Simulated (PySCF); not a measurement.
## Electrostatic potential from atomic charges

Species: `C[Si](O)(O)O`. Coordinates (PBE0-D3(BJ)/def2-SVP, Å) and charges (e) from the PBE0/pcSseg-1 density (PySCF):

```tsv
atom	x	y	z	Mulliken	IAO	Hirshfeld	ESP-fitted
C1	1.456	-0.229	-0.181	-0.6687	-0.7724	-0.2190	-0.7463
Si2	-0.364	0.093	-0.053	+1.1809	+1.5780	+0.5271	+1.2501
O3	-1.271	-0.737	-1.163	-0.5698	-0.7963	-0.3225	-0.7802
O4	-0.555	1.716	-0.313	-0.5592	-0.7906	-0.3200	-0.7644
O5	-0.991	-0.403	1.409	-0.5836	-0.8009	-0.3284	-0.8327
H6	1.812	0.001	-1.197	+0.1542	+0.1687	+0.0515	+0.2025
H7	2.022	0.404	0.520	+0.1425	+0.1588	+0.0462	+0.1738
H8	1.690	-1.281	0.036	+0.1442	+0.1580	+0.0453	+0.1587
H9	-1.798	-1.450	-0.791	+0.2557	+0.3690	+0.1730	+0.4553
H10	-1.454	1.992	-0.517	+0.2546	+0.3636	+0.1733	+0.4324
H11	-0.535	-0.101	2.199	+0.2491	+0.3641	+0.1736	+0.4506
```

Points outside the species (Å): A (0.8, 1.4, -5.2); B (-7.6, 5.4, -1.2); C (-1.4, 5.6, 0.0); D (1.6, -2.8, -2.4); E (1.8, 3.3, 8.0).

Find the potential V = 14.3996 V·Å × Σ q/r of each set of charges at these points.

In volts:

```
point  nearest atom  distance (Å)  Mulliken     IAO  Hirshfeld  ESP-fitted
    A            H6          4.36    -0.089  -0.151     -0.077      -0.179
    B           H10          7.06    +0.003  +0.003     +0.004      +0.013
    C           H10          3.65    -0.054  -0.087     -0.027      -0.057
    D            H8          2.87    -0.010  -0.029     -0.028      -0.090
    E           H11          7.12    +0.038  +0.061     +0.028      +0.060
```

How far are the other sets from the ESP-fitted one at these points?

Root-mean-square difference: IAO 0.034 V, Mulliken 0.055 V, Hirshfeld 0.057 V. The ESP scheme fits charges at the nuclei, held to the total charge, to the electrostatic potential on points at 1.4 to 2.0 times the van der Waals radii.

What energy would a point charge of -2 e have at A in the field of the ESP charges, leaving out polarisation?

+0.358 eV = +34.5 kJ/mol, a repulsion.

One conformer (not necessarily the lowest) at the PBE0-D3(BJ)/def2-SVP geometry, without solvent, vibrations or thermal averaging.

The run behind these numbers computed NMR shieldings as well. The run took 7.7 s on Arm Neoverse V2, one thread, no GPU (shared host), and the process peaked at 0.60 GiB of memory.

Conformer computed: `[CH3:1][Si:2]([OH:3])([OH:4])[OH:5]`: H–O3–Si2–C1 109°, H–O4–Si2–C1 164°, H–O5–Si2–C1 51°.
